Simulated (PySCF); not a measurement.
**WH₃: breathing scan**

Method: UPBE0/[W def2-TZVP with ECP60, H def2-TZVP], scalar-relativistic core potentials, density fitting, no spin–orbit coupling, PySCF.

Rigid scan from the quartet minimum (W–H 1.710 Å (×3); H–W–H 112.3° (×3)). Coordinate: all bonds to the central atom scaled together. Energies in kJ/mol from the minimum.

Question: Predict the curve at 0.88, 0.92, 0.96, 1.00, 1.04, 1.08, 1.14, 1.22, 1.35.

Answer: 
```tsv
scale of all bonds to the centre	E (kJ/mol)	dipole size (D)	⟨S²⟩
0.88	116.3	1.39	3.77
0.92	47.0	1.48	3.77
0.96	10.7	1.56	3.77
1.00	0.0	1.65	3.78
1.04	9.0	1.73	3.79
1.08	33.0	1.81	3.80
1.14	88.9	1.91	3.83
1.22	186.2	2.03	3.90
1.35	361.2	2.09	4.20
```

Spin contamination is strong at 1.35, so these points are less reliable.

With open d or f shells other occupations or spin states may lie lower. With an element this heavy the missing spin–orbit coupling can shift these numbers.

Other isomers or separated fragments may lie lower.
